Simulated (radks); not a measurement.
Values are calculated unless marked as measured or tabulated.
Si+, configuration [Ne] 3s2 3p1. Level of theory: non-relativistic Kohn-Sham, RPBE, spin-polarised, spherical densities, point nucleus; open shells are filled with parallel spins first (a radial shooting solver on a logarithmic mesh with Libxc functionals).

Local quantities along the radius. ELF = 1/(1 + alpha^2) is the electron localisation function; alpha = (tau - tau_W)/tau_unif compares the Pauli kinetic energy density with that of the uniform gas (summed over spins); r v_xc is r times the local exchange-correlation potential of spin up (hartree bohr); s = |grad rho|/(2 (3 pi^2)^(1/3) rho^(4/3)) is the reduced gradient; -r V(r) is the screened charge that the Kohn-Sham potential of spin up presents (atomic units).

| r (bohr) | ELF | alpha | r v_xc | s | -r V(r) |
|---|---|---|---|---|---|
| 0.007911 | 1.000 | 0.009780 | -0.1235 | 0.4030 | 13.74 |
| 0.008991 | 1.000 | 0.01019 | -0.1348 | 0.4070 | 13.70 |
| 0.0103 | 1.000 | 0.01071 | -0.1481 | 0.4119 | 13.65 |
| 0.01171 | 1.000 | 0.01130 | -0.1620 | 0.4172 | 13.60 |
| 0.01341 | 1.000 | 0.01205 | -0.1783 | 0.4237 | 13.53 |
| 0.01524 | 1.000 | 0.01293 | -0.1953 | 0.4307 | 13.46 |
| 0.01747 | 1.000 | 0.01407 | -0.2150 | 0.4394 | 13.38 |
| 0.01985 | 1.000 | 0.01542 | -0.2353 | 0.4489 | 13.29 |
| 0.02274 | 1.000 | 0.01723 | -0.2585 | 0.4606 | 13.18 |
| 0.02585 | 1.000 | 0.01942 | -0.2820 | 0.4735 | 13.06 |
| 0.02961 | 1.000 | 0.02246 | -0.3084 | 0.4895 | 12.93 |
| 0.03366 | 0.999 | 0.02627 | -0.3344 | 0.5071 | 12.78 |
| 0.03856 | 0.999 | 0.03176 | -0.3629 | 0.5291 | 12.61 |
| 0.04383 | 0.998 | 0.03896 | -0.3900 | 0.5535 | 12.42 |
| 0.05021 | 0.998 | 0.04991 | -0.4184 | 0.5840 | 12.21 |
| 0.05707 | 0.996 | 0.06507 | -0.4440 | 0.6178 | 11.98 |
| 0.06538 | 0.992 | 0.08960 | -0.4688 | 0.6599 | 11.72 |
| 0.07431 | 0.984 | 0.1258 | -0.4888 | 0.7058 | 11.46 |
| 0.08514 | 0.966 | 0.1885 | -0.5051 | 0.7609 | 11.14 |
| 0.09676 | 0.924 | 0.2864 | -0.5148 | 0.8163 | 10.83 |
| 0.1109 | 0.824 | 0.4617 | -0.5184 | 0.8721 | 10.46 |
| 0.126 | 0.651 | 0.7317 | -0.5158 | 0.9077 | 10.09 |
| 0.1444 | 0.427 | 1.158 | -0.5077 | 0.9010 | 9.667 |
| 0.1641 | 0.274 | 1.627 | -0.4959 | 0.8246 | 9.237 |
| 0.188 | 0.208 | 1.953 | -0.4875 | 0.6638 | 8.754 |
| 0.2136 | 0.223 | 1.869 | -0.5097 | 0.4853 | 8.299 |
| 0.2448 | 0.321 | 1.453 | -0.5792 | 0.3453 | 7.831 |
| 0.2782 | 0.483 | 1.035 | -0.6579 | 0.2926 | 7.379 |
| 0.3187 | 0.659 | 0.7201 | -0.7337 | 0.3047 | 6.875 |
| 0.3622 | 0.771 | 0.5444 | -0.7939 | 0.3542 | 6.386 |
| 0.415 | 0.836 | 0.4431 | -0.8413 | 0.4299 | 5.866 |
| 0.4717 | 0.863 | 0.3989 | -0.8669 | 0.5179 | 5.389 |
| 0.5404 | 0.867 | 0.3922 | -0.8707 | 0.6317 | 4.907 |
| 0.6142 | 0.846 | 0.4267 | -0.8491 | 0.7639 | 4.482 |
| 0.7036 | 0.777 | 0.5356 | -0.7973 | 0.9382 | 4.061 |
| 0.7997 | 0.617 | 0.7883 | -0.7253 | 1.130 | 3.690 |
| 0.9162 | 0.327 | 1.434 | -0.6457 | 1.312 | 3.332 |
| 1.041 | 0.131 | 2.581 | -0.5788 | 1.327 | 3.026 |
| 1.193 | 0.079 | 3.426 | -0.4730 | 1.022 | 2.679 |
| 1.356 | 0.135 | 2.534 | -0.5535 | 0.6372 | 2.540 |
| 1.553 | 0.411 | 1.198 | -0.7026 | 0.4819 | 2.466 |
| 1.766 | 0.746 | 0.5830 | -0.7774 | 0.5477 | 2.346 |
| 2.023 | 0.880 | 0.3695 | -0.8245 | 0.7242 | 2.214 |
| 2.299 | 0.897 | 0.3390 | -0.8265 | 0.9533 | 2.081 |
| 2.634 | 0.865 | 0.3944 | -0.7678 | 1.274 | 1.916 |
| 2.994 | 0.786 | 0.5217 | -0.6549 | 1.677 | 1.737 |
| 3.43 | 0.623 | 0.7774 | -0.5231 | 2.264 | 1.562 |
| 3.898 | 0.401 | 1.222 | -0.4648 | 3.063 | 1.482 |
| 4.466 | 0.182 | 2.117 | -0.5106 | 4.383 | 1.517 |
| 5.076 | 0.065 | 3.808 | -0.5051 | 6.502 | 1.507 |
| 5.815 | 0.016 | 7.829 | -0.3701 | 10.53 | 1.371 |
| 6.609 | 0.003 | 17.17 | -0.2551 | 17.56 | 1.255 |
| 7.572 | 0.000 | 45.17 | -0.1590 | 32.50 | 1.159 |
| 8.606 | 0.000 | 130.0 | -0.09388 | 62.73 | 1.094 |

On this mesh the ELF has minima near r = 0.19, 1.2 bohr, which separate the shells, and maxima near 0.54 (0.87), 2.3 (0.90).
